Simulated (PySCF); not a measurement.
Molecular orbitals of CsS⁻

RHF at R = 2.969 Å; basis Cs def2-SVPD with ECP46, S def2-SVPD; scalar-relativistic core potentials; PySCF 2.14. State: ¹Σ⁺ (singlet), closed shell. Only the outer orbitals are listed, counted within each symmetry, core potentials removing the inner ones.

```csv
orbital,occ.,ε (eV),on Cs (%),main shells (%)
4σ,2,-31.15,99,99 Cs s
5σ,2,-15.21,30,"69 S s, 31 Cs p"
2π,2,-13.98,100,100 Cs p
2π,2,-13.98,100,100 Cs p
6σ,2,-12.93,68,"66 Cs p, 31 S s"
3π,2,-1.16,4,95 S p
3π,2,-1.16,4,95 S p
7σ,2,-1.08,14,86 S p
4π,0,1.68,100,100 Cs p
4π,0,1.68,100,100 Cs p
8σ,0,1.69,100,"91 Cs p, 8 Cs s"
```

Question: Which are the highest filled and the lowest empty level, where do they sit, and how wide is the gap?

Answer: Highest filled 7σ at -1.08 eV (in %: 86 S p); lowest empty 4π at 1.68 eV (in %: 100 Cs p); the gap at RHF is 2.76 eV. An empty level above zero is unbound, and its energy depends on the basis.

```json
{"bond order (Mayer)": "0.74", "⟨S²⟩": "0.000", "charge on Cs (Mulliken, basis-dependent)": "0.60", "charge on Cs (Löwdin, basis-dependent)": "0.35", "dipole moment (positive dipole points towards S; it is taken about the centre of mass and depends on that origin)": "-18.08 D", "polarisability along the bond": "405.7 bohr³", "polarisability across the bond": "152.6 bohr³"}
```

Spin–orbit coupling is left out.
